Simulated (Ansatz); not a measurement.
A short molecular-dynamics run on `N=C(F)O[SiH3]`.

```yaml
crystal:
  periodic: [false, false, false]
  atoms:
    - {symbol: N, position_ang: [1.645696, 0.938538, 0.192961]}
    - {symbol: C, position_ang: [1.378029, -0.267101, 0.000382]}
    - {symbol: F, position_ang: [2.362364, -1.137545, -0.107943]}
    - {symbol: O, position_ang: [0.226866, -0.916464, -0.129506]}
    - {symbol: Si, position_ang: [-1.279500, -0.187510, -0.070111]}
    - {symbol: H, position_ang: [0.821628, 1.525602, 0.262606]}
    - {symbol: H, position_ang: [-1.374699, 0.826091, -1.148140]}
    - {symbol: H, position_ang: [-2.236255, -1.292892, -0.267025]}
    - {symbol: H, position_ang: [-1.455528, 0.464982, 1.249674]}
basis:
  gaussian: {orbitals: def2-SVP}
magnetization: {spin_polarized: true, initial_magnetization: 0}
hamiltonian: {xc: {name: r2SCAN}}
md: {timestep: 1 fs, n_steps: 30, ensemble: nvt_langevin, temperature: 300, initial_velocities: maxwell_boltzmann, friction: 0.01, seed: 61}
```

```sh
$ ansatz run in.yaml --threads 2 --pin off --events-out ev --progress --plain --max-ram 4352MiB
```

```json
{"step": "0", "time (fs)": "0.0", "potential energy (eV)": "-15221.5426", "kinetic (eV)": "0.3102", "T (K)": "267", "conserved (eV)": "–"}
{"step": "1", "time (fs)": "1.0", "potential energy (eV)": "-15221.5304", "kinetic (eV)": "0.3144", "T (K)": "270", "conserved (eV)": "–"}
{"step": "2", "time (fs)": "2.0", "potential energy (eV)": "-15221.4993", "kinetic (eV)": "0.2783", "T (K)": "239", "conserved (eV)": "–"}
{"step": "3", "time (fs)": "3.0", "potential energy (eV)": "-15221.4692", "kinetic (eV)": "0.2477", "T (K)": "213", "conserved (eV)": "–"}
{"step": "4", "time (fs)": "4.0", "potential energy (eV)": "-15221.4544", "kinetic (eV)": "0.2219", "T (K)": "191", "conserved (eV)": "–"}
{"step": "5", "time (fs)": "5.0", "potential energy (eV)": "-15221.4533", "kinetic (eV)": "0.2151", "T (K)": "185", "conserved (eV)": "–"}
{"step": "6", "time (fs)": "6.0", "potential energy (eV)": "-15221.4413", "kinetic (eV)": "0.2095", "T (K)": "180", "conserved (eV)": "–"}
{"step": "7", "time (fs)": "7.0", "potential energy (eV)": "-15221.4138", "kinetic (eV)": "0.1767", "T (K)": "152", "conserved (eV)": "–"}
{"step": "8", "time (fs)": "8.0", "potential energy (eV)": "-15221.3985", "kinetic (eV)": "0.1518", "T (K)": "130", "conserved (eV)": "–"}
{"step": "9", "time (fs)": "9.0", "potential energy (eV)": "-15221.4021", "kinetic (eV)": "0.1648", "T (K)": "142", "conserved (eV)": "–"}
{"step": "10", "time (fs)": "10.0", "potential energy (eV)": "-15221.3971", "kinetic (eV)": "0.1755", "T (K)": "151", "conserved (eV)": "–"}
{"step": "11", "time (fs)": "11.0", "potential energy (eV)": "-15221.3824", "kinetic (eV)": "0.1590", "T (K)": "137", "conserved (eV)": "–"}
{"step": "12", "time (fs)": "12.0", "potential energy (eV)": "-15221.3807", "kinetic (eV)": "0.1692", "T (K)": "145", "conserved (eV)": "–"}
{"step": "13", "time (fs)": "13.0", "potential energy (eV)": "-15221.4027", "kinetic (eV)": "0.1935", "T (K)": "166", "conserved (eV)": "–"}
{"step": "14", "time (fs)": "14.0", "potential energy (eV)": "-15221.4378", "kinetic (eV)": "0.2398", "T (K)": "206", "conserved (eV)": "–"}
{"step": "15", "time (fs)": "15.0", "potential energy (eV)": "-15221.4488", "kinetic (eV)": "0.2537", "T (K)": "218", "conserved (eV)": "–"}
{"step": "16", "time (fs)": "16.0", "potential energy (eV)": "-15221.4246", "kinetic (eV)": "0.2195", "T (K)": "189", "conserved (eV)": "–"}
{"step": "17", "time (fs)": "17.0", "potential energy (eV)": "-15221.4143", "kinetic (eV)": "0.2032", "T (K)": "175", "conserved (eV)": "–"}
{"step": "18", "time (fs)": "18.0", "potential energy (eV)": "-15221.4425", "kinetic (eV)": "0.2315", "T (K)": "199", "conserved (eV)": "–"}
{"step": "19", "time (fs)": "19.0", "potential energy (eV)": "-15221.4673", "kinetic (eV)": "0.2469", "T (K)": "212", "conserved (eV)": "–"}
{"step": "20", "time (fs)": "20.0", "potential energy (eV)": "-15221.4651", "kinetic (eV)": "0.1983", "T (K)": "170", "conserved (eV)": "–"}
{"step": "21", "time (fs)": "21.0", "potential energy (eV)": "-15221.4507", "kinetic (eV)": "0.2129", "T (K)": "183", "conserved (eV)": "–"}
{"step": "22", "time (fs)": "22.0", "potential energy (eV)": "-15221.4406", "kinetic (eV)": "0.1753", "T (K)": "151", "conserved (eV)": "–"}
{"step": "23", "time (fs)": "23.0", "potential energy (eV)": "-15221.4464", "kinetic (eV)": "0.1491", "T (K)": "128", "conserved (eV)": "–"}
{"step": "24", "time (fs)": "24.0", "potential energy (eV)": "-15221.4573", "kinetic (eV)": "0.1402", "T (K)": "121", "conserved (eV)": "–"}
{"step": "25", "time (fs)": "25.0", "potential energy (eV)": "-15221.4445", "kinetic (eV)": "0.1203", "T (K)": "103", "conserved (eV)": "–"}
{"step": "26", "time (fs)": "26.0", "potential energy (eV)": "-15221.4147", "kinetic (eV)": "0.0990", "T (K)": "85", "conserved (eV)": "–"}
{"step": "27", "time (fs)": "27.0", "potential energy (eV)": "-15221.4216", "kinetic (eV)": "0.1060", "T (K)": "91", "conserved (eV)": "–"}
{"step": "28", "time (fs)": "28.0", "potential energy (eV)": "-15221.4671", "kinetic (eV)": "0.1509", "T (K)": "130", "conserved (eV)": "–"}
{"step": "29", "time (fs)": "29.0", "potential energy (eV)": "-15221.4866", "kinetic (eV)": "0.1591", "T (K)": "137", "conserved (eV)": "–"}
{"step": "30", "time (fs)": "30.0", "potential energy (eV)": "-15221.4596", "kinetic (eV)": "0.1500", "T (K)": "129", "conserved (eV)": "–"}
```

Velocities are drawn at the set temperature; a run this short doesn't reach equilibrium.

Frames (Å, forces in eV/Å):

```xyz
9
time=0.0 fs
N     1.646    0.939    0.193    0.285    0.520    0.086
C     1.378   -0.267    0.000    0.285   -0.293   -0.036
F     2.362   -1.138   -0.108    0.200   -0.229   -0.029
O     0.227   -0.916   -0.130    0.183   -0.428   -0.060
Si   -1.280   -0.188   -0.070   -0.610    0.155    0.008
H     0.822    1.526    0.263   -0.212    0.184    0.023
H    -1.375    0.826   -1.148   -0.013    0.092   -0.097
H    -2.236   -1.293   -0.267   -0.098   -0.064   -0.015
H    -1.456    0.465    1.250   -0.019    0.063    0.119
9
time=1.0 fs
N     1.648    0.936    0.199   -0.261    1.368    0.111
C     1.378   -0.262    0.003    0.275   -0.904   -0.165
F     2.366   -1.135   -0.108    0.089   -0.177    0.031
O     0.227   -0.916   -0.133    0.179   -0.368   -0.084
Si   -1.284   -0.192   -0.070   -0.364    0.166   -0.231
H     0.807    1.530    0.233    0.356   -0.178    0.067
H    -1.384    0.817   -1.149   -0.010    0.132   -0.151
H    -2.247   -1.282   -0.280   -0.149   -0.166    0.044
H    -1.424    0.481    1.229   -0.115    0.128    0.377
9
time=2.0 fs
N     1.651    0.934    0.205   -0.677    1.992    0.088
C     1.377   -0.259    0.006    0.289   -1.385   -0.283
F     2.370   -1.132   -0.108   -0.015   -0.138    0.088
O     0.228   -0.917   -0.136    0.169   -0.312   -0.105
Si   -1.289   -0.196   -0.070   -0.158    0.152   -0.419
H     0.797    1.533    0.206    0.768   -0.431    0.147
H    -1.393    0.808   -1.149   -0.010    0.170   -0.210
H    -2.258   -1.274   -0.293   -0.168   -0.224    0.108
H    -1.393    0.496    1.210   -0.199    0.176    0.586
9
time=3.0 fs
N     1.654    0.934    0.211   -0.900    2.294    0.036
C     1.376   -0.256    0.010    0.351   -1.691   -0.385
F     2.373   -1.128   -0.109   -0.104   -0.120    0.141
O     0.229   -0.917   -0.139    0.126   -0.261   -0.118
Si   -1.294   -0.201   -0.070    0.016    0.142   -0.459
H     0.792    1.531    0.183    0.944   -0.502    0.238
H    -1.400    0.800   -1.148   -0.014    0.217   -0.273
H    -2.270   -1.271   -0.307   -0.155   -0.241    0.171
H    -1.365    0.511    1.198   -0.263    0.160    0.649
9
time=4.0 fs
N     1.655    0.934    0.218   -0.874    2.241   -0.023
C     1.375   -0.255    0.014    0.461   -1.824   -0.467
F     2.377   -1.125   -0.110   -0.187   -0.106    0.192
O     0.230   -0.918   -0.142    0.052   -0.220   -0.118
Si   -1.300   -0.205   -0.072    0.144    0.194   -0.388
H     0.794    1.523    0.164    0.838   -0.364    0.315
H    -1.405    0.793   -1.151   -0.023    0.220   -0.297
H    -2.281   -1.273   -0.315   -0.106   -0.207    0.226
H    -1.344    0.528    1.193   -0.304    0.066    0.560
9
time=5.0 fs
N     1.656    0.936    0.224   -0.553    1.706   -0.077
C     1.375   -0.255    0.018    0.617   -1.706   -0.507
F     2.380   -1.123   -0.110   -0.254   -0.098    0.237
O     0.231   -0.919   -0.146   -0.024   -0.184   -0.104
Si   -1.305   -0.210   -0.074    0.199    0.290   -0.260
H     0.802    1.509    0.150    0.384    0.023    0.350
H    -1.408    0.789   -1.156   -0.032    0.175   -0.277
H    -2.292   -1.280   -0.320   -0.012   -0.115    0.274
H    -1.331    0.549    1.191   -0.325   -0.091    0.363
9
time=6.0 fs
N     1.656    0.940    0.230   -0.005    0.811   -0.115
C     1.374   -0.256    0.022    0.794   -1.408   -0.504
F     2.383   -1.120   -0.110   -0.320   -0.095    0.275
O     0.231   -0.921   -0.149   -0.060   -0.130   -0.087
Si   -1.310   -0.215   -0.077    0.222    0.413   -0.088
H     0.816    1.494    0.138   -0.343    0.578    0.330
H    -1.412    0.785   -1.162   -0.037    0.118   -0.244
H    -2.303   -1.290   -0.320    0.086   -0.019    0.310
H    -1.323    0.567    1.194   -0.337   -0.269    0.121
9
time=7.0 fs
N     1.657    0.943    0.235    0.450   -0.002   -0.136
C     1.374   -0.257    0.025    0.921   -1.080   -0.486
F     2.386   -1.118   -0.109   -0.371   -0.100    0.304
O     0.232   -0.923   -0.152   -0.069   -0.063   -0.069
Si   -1.315   -0.220   -0.079    0.249    0.600    0.039
H     0.829    1.486    0.130   -0.959    1.017    0.286
H    -1.419    0.784   -1.169   -0.032    0.020   -0.170
H    -2.313   -1.298   -0.317    0.155    0.043    0.329
H    -1.318    0.585    1.196   -0.343   -0.435   -0.098
9
time=8.0 fs
N     1.659    0.947    0.241    0.447   -0.449   -0.192
C     1.375   -0.258    0.028    0.960   -0.693   -0.456
F     2.389   -1.115   -0.108   -0.388   -0.123    0.320
O     0.232   -0.925   -0.155   -0.076   -0.007   -0.047
Si   -1.319   -0.225   -0.081    0.260    0.812    0.027
H     0.833    1.489    0.127   -1.063    1.066    0.280
H    -1.429    0.785   -1.181   -0.012   -0.129   -0.032
H    -2.321   -1.305   -0.314    0.211    0.084    0.343
H    -1.318    0.600    1.195   -0.339   -0.559   -0.242
9
time=9.0 fs
N     1.660    0.950    0.246   -0.181   -0.412   -0.320
C     1.376   -0.260    0.030    0.936   -0.265   -0.427
F     2.391   -1.113   -0.107   -0.382   -0.156    0.329
O     0.232   -0.926   -0.158   -0.082    0.024   -0.023
Si   -1.322   -0.229   -0.083    0.250    0.980   -0.021
H     0.824    1.502    0.126   -0.489    0.621    0.352
H    -1.440    0.784   -1.193    0.008   -0.269    0.107
H    -2.329   -1.312   -0.307    0.268    0.126    0.349
H    -1.321    0.612    1.194   -0.326   -0.648   -0.347
9
time=10.0 fs
N     1.662    0.954    0.251   -1.037   -0.125   -0.472
C     1.376   -0.261    0.032    0.854    0.099   -0.409
F     2.393   -1.110   -0.105   -0.366   -0.188    0.336
O     0.232   -0.927   -0.161   -0.069    0.051    0.001
Si   -1.326   -0.234   -0.084    0.242    1.087   -0.080
H     0.807    1.519    0.125    0.347   -0.013    0.462
H    -1.451    0.781   -1.205    0.024   -0.377    0.223
H    -2.337   -1.319   -0.297    0.314    0.149    0.338
H    -1.329    0.615    1.192   -0.309   -0.683   -0.398
9
time=11.0 fs
N     1.664    0.956    0.255   -1.631    0.085   -0.582
C     1.378   -0.262    0.034    0.719    0.362   -0.390
F     2.395   -1.108   -0.103   -0.340   -0.217    0.334
O     0.232   -0.928   -0.165   -0.037    0.089    0.024
Si   -1.330   -0.239   -0.085    0.247    1.111   -0.175
H     0.793    1.535    0.126    0.945   -0.484    0.537
H    -1.463    0.774   -1.216    0.041   -0.438    0.307
H    -2.345   -1.323   -0.286    0.343    0.144    0.321
H    -1.338    0.609    1.188   -0.287   -0.652   -0.375
9
time=12.0 fs
N     1.663    0.959    0.259   -1.861    0.155   -0.625
C     1.381   -0.262    0.035    0.519    0.527   -0.376
F     2.396   -1.106   -0.100   -0.296   -0.249    0.323
O     0.232   -0.928   -0.168    0.023    0.128    0.051
Si   -1.334   -0.245   -0.086    0.282    1.072   -0.259
H     0.786    1.545    0.130    1.204   -0.719    0.558
H    -1.475    0.761   -1.224    0.050   -0.439    0.328
H    -2.352   -1.325   -0.272    0.339    0.099    0.292
H    -1.351    0.599    1.181   -0.260   -0.574   -0.292
9
time=13.0 fs
N     1.661    0.960    0.262   -1.715    0.013   -0.611
C     1.384   -0.262    0.036    0.272    0.644   -0.377
F     2.397   -1.104   -0.098   -0.239   -0.293    0.312
O     0.231   -0.928   -0.171    0.123    0.169    0.086
Si   -1.338   -0.250   -0.088    0.376    1.008   -0.343
H     0.790    1.549    0.136    1.094   -0.693    0.531
H    -1.485    0.743   -1.230    0.049   -0.388    0.295
H    -2.356   -1.323   -0.254    0.268   -0.017    0.248
H    -1.366    0.585    1.171   -0.230   -0.444   -0.141
9
time=14.0 fs
N     1.657    0.962    0.265   -1.115   -0.445   -0.531
C     1.387   -0.262    0.038    0.051    0.746   -0.385
F     2.398   -1.101   -0.096   -0.182   -0.343    0.302
O     0.230   -0.929   -0.174    0.218    0.220    0.125
Si   -1.342   -0.255   -0.089    0.496    0.872   -0.428
H     0.806    1.546    0.146    0.513   -0.332    0.443
H    -1.498    0.720   -1.235    0.048   -0.278    0.203
H    -2.359   -1.319   -0.235    0.166   -0.173    0.203
H    -1.382    0.569    1.157   -0.195   -0.268    0.069
9
time=15.0 fs
N     1.653    0.964    0.267   -0.104   -1.158   -0.385
C     1.389   -0.260    0.040   -0.111    0.757   -0.408
F     2.399   -1.098   -0.094   -0.146   -0.375    0.289
O     0.230   -0.930   -0.177    0.286    0.282    0.170
Si   -1.345   -0.259   -0.090    0.616    0.653   -0.493
H     0.829    1.537    0.161   -0.489    0.355    0.303
H    -1.512    0.691   -1.237    0.042   -0.120    0.052
H    -2.361   -1.314   -0.213    0.066   -0.329    0.160
H    -1.400    0.552    1.144   -0.159   -0.064    0.312
9
time=16.0 fs
N     1.649    0.964    0.269    0.903   -1.753   -0.236
C     1.390   -0.259    0.042   -0.246    0.628   -0.446
F     2.400   -1.095   -0.092   -0.125   -0.387    0.269
O     0.230   -0.931   -0.180    0.322    0.346    0.215
Si   -1.348   -0.264   -0.091    0.712    0.389   -0.518
H     0.847    1.530    0.181   -1.467    1.048    0.183
H    -1.527    0.663   -1.239    0.030    0.045   -0.111
H    -2.363   -1.314   -0.191   -0.002   -0.442    0.123
H    -1.417    0.535    1.133   -0.126    0.126    0.522
9
time=17.0 fs
N     1.646    0.962    0.271    1.274   -1.714   -0.152
C     1.391   -0.256    0.043   -0.404    0.361   -0.491
F     2.401   -1.092   -0.089   -0.109   -0.382    0.239
O     0.230   -0.933   -0.182    0.330    0.408    0.251
Si   -1.351   -0.267   -0.092    0.765    0.096   -0.500
H     0.853    1.532    0.205   -1.753    1.239    0.151
H    -1.541    0.634   -1.244    0.014    0.201   -0.260
H    -2.364   -1.320   -0.171   -0.016   -0.484    0.100
H    -1.432    0.520    1.127   -0.101    0.274    0.663
9
time=18.0 fs
N     1.643    0.960    0.273    0.745   -0.888   -0.110
C     1.392   -0.253    0.043   -0.583    0.004   -0.539
F     2.401   -1.090   -0.087   -0.101   -0.352    0.205
O     0.231   -0.934   -0.185    0.314    0.472    0.286
Si   -1.354   -0.271   -0.094    0.768   -0.165   -0.460
H     0.843    1.547    0.230   -1.093    0.711    0.174
H    -1.553    0.607   -1.252    0.000    0.309   -0.353
H    -2.366   -1.329   -0.153    0.025   -0.458    0.081
H    -1.448    0.508    1.124   -0.075    0.366    0.716
9
time=19.0 fs
N     1.641    0.958    0.274   -0.137    0.233   -0.032
C     1.391   -0.249    0.042   -0.722   -0.348   -0.577
F     2.402   -1.089   -0.085   -0.104   -0.309    0.170
O     0.232   -0.935   -0.187    0.243    0.533    0.315
Si   -1.358   -0.275   -0.097    0.712   -0.319   -0.368
H     0.824    1.569    0.256   -0.074   -0.116    0.159
H    -1.565    0.587   -1.264   -0.004    0.321   -0.343
H    -2.370   -1.344   -0.133    0.123   -0.362    0.050
H    -1.467    0.500    1.127   -0.036    0.365    0.627
9
time=20.0 fs
N     1.639    0.956    0.275   -0.807    1.149    0.082
C     1.390   -0.247    0.042   -0.798   -0.661   -0.597
F     2.402   -1.087   -0.083   -0.120   -0.264    0.136
O     0.233   -0.937   -0.189    0.152    0.589    0.334
Si   -1.361   -0.279   -0.099    0.607   -0.370   -0.203
H     0.806    1.587    0.281    0.707   -0.767    0.096
H    -1.575    0.574   -1.278    0.000    0.267   -0.253
H    -2.371   -1.363   -0.110    0.244   -0.218    0.006
H    -1.486    0.497    1.138    0.015    0.275    0.398
9
time=21.0 fs
N     1.636    0.956    0.278   -1.184    1.646    0.189
C     1.388   -0.245    0.041   -0.817   -0.817   -0.583
F     2.402   -1.086   -0.080   -0.132   -0.226    0.102
O     0.234   -0.938   -0.190    0.067    0.634    0.348
Si   -1.364   -0.282   -0.101    0.475   -0.326   -0.029
H     0.793    1.599    0.305    1.147   -1.143    0.010
H    -1.584    0.566   -1.294    0.014    0.158   -0.091
H    -2.371   -1.384   -0.088    0.357   -0.067   -0.044
H    -1.503    0.495    1.152    0.073    0.142    0.099
9
time=22.0 fs
N     1.633    0.957    0.280   -1.278    1.690    0.250
C     1.386   -0.244    0.040   -0.751   -0.779   -0.527
F     2.402   -1.084   -0.078   -0.160   -0.187    0.069
O     0.234   -0.940   -0.192   -0.022    0.654    0.349
Si   -1.367   -0.286   -0.104    0.341   -0.241    0.115
H     0.787    1.602    0.328    1.250   -1.247   -0.068
H    -1.593    0.559   -1.312    0.036    0.028    0.103
H    -2.369   -1.403   -0.065    0.454    0.068   -0.098
H    -1.518    0.495    1.167    0.130    0.013   -0.194
9
time=23.0 fs
N     1.630    0.959    0.283   -1.048    1.278    0.224
C     1.383   -0.244    0.038   -0.581   -0.589   -0.424
F     2.402   -1.084   -0.077   -0.225   -0.133    0.042
O     0.235   -0.940   -0.194   -0.103    0.649    0.333
Si   -1.369   -0.290   -0.107    0.221   -0.137    0.260
H     0.793    1.599    0.345    0.976   -1.045   -0.099
H    -1.603    0.554   -1.328    0.062   -0.083    0.268
H    -2.366   -1.420   -0.046    0.517    0.165   -0.147
H    -1.530    0.496    1.181    0.181   -0.106   -0.457
9
time=24.0 fs
N     1.626    0.962    0.286   -0.432    0.422    0.110
C     1.380   -0.244    0.036   -0.337   -0.316   -0.301
F     2.403   -1.083   -0.077   -0.308   -0.068    0.023
O     0.235   -0.939   -0.195   -0.178    0.629    0.309
Si   -1.371   -0.293   -0.109    0.130   -0.044    0.384
H     0.808    1.586    0.355    0.273   -0.486   -0.064
H    -1.612    0.550   -1.339    0.082   -0.168    0.386
H    -2.359   -1.436   -0.030    0.544    0.229   -0.188
H    -1.542    0.496    1.192    0.225   -0.198   -0.658
9
time=25.0 fs
N     1.622    0.965    0.290    0.511   -0.680   -0.053
C     1.376   -0.243    0.033   -0.066   -0.087   -0.183
F     2.403   -1.083   -0.076   -0.402    0.007    0.006
O     0.235   -0.939   -0.196   -0.244    0.607    0.288
Si   -1.373   -0.297   -0.111    0.087    0.016    0.471
H     0.826    1.568    0.362   -0.768    0.347    0.021
H    -1.616    0.546   -1.346    0.084   -0.220    0.444
H    -2.351   -1.449   -0.016    0.542    0.261   -0.225
H    -1.551    0.497    1.197    0.256   -0.252   -0.771
9
time=26.0 fs
N     1.618    0.967    0.293    1.309   -1.556   -0.201
C     1.373   -0.242    0.031    0.160    0.036   -0.076
F     2.404   -1.082   -0.076   -0.488    0.080   -0.015
O     0.235   -0.938   -0.198   -0.284    0.597    0.270
Si   -1.375   -0.300   -0.113    0.123    0.095    0.505
H     0.836    1.554    0.371   -1.645    1.044    0.105
H    -1.618    0.542   -1.351    0.076   -0.249    0.464
H    -2.338   -1.458   -0.006    0.479    0.226   -0.247
H    -1.557    0.499    1.195    0.270   -0.273   -0.807
9
time=27.0 fs
N     1.615    0.969    0.297    1.367   -1.698   -0.250
C     1.370   -0.240    0.028    0.292    0.026    0.000
F     2.404   -1.081   -0.076   -0.554    0.155   -0.034
O     0.235   -0.938   -0.199   -0.290    0.601    0.256
Si   -1.377   -0.303   -0.115    0.260    0.172    0.466
H     0.829    1.547    0.381   -1.734    1.123    0.115
H    -1.620    0.536   -1.352    0.061   -0.242    0.442
H    -2.319   -1.462    0.001    0.333    0.091   -0.252
H    -1.560    0.496    1.187    0.265   -0.230   -0.743
9
time=28.0 fs
N     1.613    0.970    0.301    0.602   -1.036   -0.170
C     1.368   -0.238    0.026    0.345   -0.141    0.046
F     2.405   -1.081   -0.076   -0.621    0.239   -0.052
O     0.235   -0.937   -0.201   -0.263    0.602    0.239
Si   -1.378   -0.306   -0.116    0.509    0.221    0.377
H     0.806    1.549    0.391   -0.942    0.544    0.025
H    -1.620    0.525   -1.350    0.027   -0.173    0.341
H    -2.296   -1.461    0.006    0.108   -0.148   -0.242
H    -1.558    0.487    1.173    0.235   -0.107   -0.565
9
time=29.0 fs
N     1.612    0.970    0.305   -0.480   -0.133   -0.037
C     1.366   -0.236    0.023    0.319   -0.289    0.101
F     2.405   -1.081   -0.075   -0.663    0.302   -0.078
O     0.234   -0.935   -0.202   -0.199    0.591    0.218
Si   -1.379   -0.309   -0.117    0.801    0.210    0.269
H     0.774    1.558    0.402    0.195   -0.274   -0.118
H    -1.618    0.510   -1.345   -0.025   -0.056    0.183
H    -2.272   -1.460    0.008   -0.131   -0.409   -0.219
H    -1.554    0.475    1.157    0.183    0.058   -0.320
9
time=30.0 fs
N     1.611    0.970    0.309   -1.315    0.507    0.068
C     1.365   -0.235    0.020    0.281   -0.375    0.166
F     2.405   -1.081   -0.073   -0.691    0.351   -0.105
O     0.234   -0.934   -0.202   -0.114    0.583    0.199
Si   -1.380   -0.311   -0.117    1.053    0.058    0.112
H     0.744    1.565    0.414    1.074   -0.880   -0.243
H    -1.614    0.496   -1.339   -0.086    0.082   -0.004
H    -2.249   -1.466    0.005   -0.315   -0.591   -0.194
H    -1.546    0.461    1.139    0.112    0.265    0.000
```

It took 2.4 min on 2 threads of an Intel Xeon Platinum 8488C on a shared host, with 0.41 GiB of host memory at the peak.
